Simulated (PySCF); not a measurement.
C₆H₁₁PS.
Structure used (GFN2-xTB), in Å, numbered top down from 1:
```
atom  x, y, z in Å
C1     2.510   -1.352   -0.461
C2     1.532   -0.525   -0.789
C3     0.511   -0.032    0.162
C4    -0.959    0.059   -0.318
C5    -1.803   -1.162   -0.002
C6    -1.342    1.347    0.443
P7     0.450    1.796    0.585
S8     1.262    2.600    2.137
H9     2.616   -1.732    0.542
H10    3.247   -1.675   -1.176
H11    1.445   -0.151   -1.802
H12    0.571   -0.573    1.114
H13   -0.977    0.247   -1.395
H14   -2.833   -1.004   -0.315
H15   -1.794   -1.367    1.067
H16   -1.411   -2.032   -0.524
H17   -1.735    1.128    1.438
H18   -2.016    2.035   -0.063
H19    0.717    2.402   -0.649
```

NICS = −σ at a ghost point: NICS(0) at the centroid of the ring atoms, NICS(1) 1 Å to either side along the normal of their mean plane, zz for the tensor component along that normal. Level: GIAO PBE0/pcSseg-1 (PySCF, non-relativistic, gas phase) on the GFN2-xTB geometry, one conformer.

Ring bond lengths (Å), with Mayer bond orders in brackets: C3–C4 1.549 (0.92), C4–C6 1.544 (0.97), C6–P7 1.852 (0.89), P7–C3 1.877 (0.83).

Question: Give the NICS values of each ring in ppm.

Answer: 
```json
{"ring": "C3–C4–C6–P7", "type": "4-membered ring with P; formal bonds all single", "NICS(0)": "-4.4", "NICS(1), two faces": "-3.2 / -2.3", "NICS(1)zz, two faces": "0.9 / 3.9", "rms pucker (Å)": "0.14", "centre to ring atoms, mean (Å)": "1.20"}
```

Question: What can be read from them?

Answer: 
- C3–C4–C6–P7: mean NICS(1)zz 2.4 ppm, near zero. C3, C4, C6, P7 have four or more neighbours, so the value isn't read as a sign of a π ring current. The two faces differ by 3.0 ppm, so no symmetry operation interchanges them.

Question: List the ring angles and the Hirshfeld charges of the ring atoms.

Answer: 
- C3–C4–C6–P7: C3 88.9° (-0.063 e), C4 97.6° (-0.019 e), C6 90.0° (-0.111 e), P7 77.2° (+0.304 e); sum 353.7° against 360° for a flat convex ring.

Question: What are the shieldings of the ring atoms and their hydrogens in the same run (means over atoms taken as equivalent)?

Answer: 
| atoms | environment | σ isotropic (ppm) |
| --- | --- | --- |
| C3 | sp3 carbon bound to phosphorus | 115.4 |
| C4 | four-membered-ring carbon | 154.5 |
| C6 | sp3 carbon bound to phosphorus | 141.1 |
| P7 | phosphorus bonded to 2 C, S and H | 319.9 |
| H12 | methine hydrogen | 29.13 |
| H13 | methine hydrogen | 29.87 |
| H17 | methylene hydrogen | 29.92 |
| H18 | methylene hydrogen | 29.06 |
| H19 | P–H hydrogen | 24.75 |

The run took 46 s on one thread of an Arm Neoverse V1, no GPU, on a shared host. This is the whole shielding run at PBE0/pcSseg-1, SCF included.
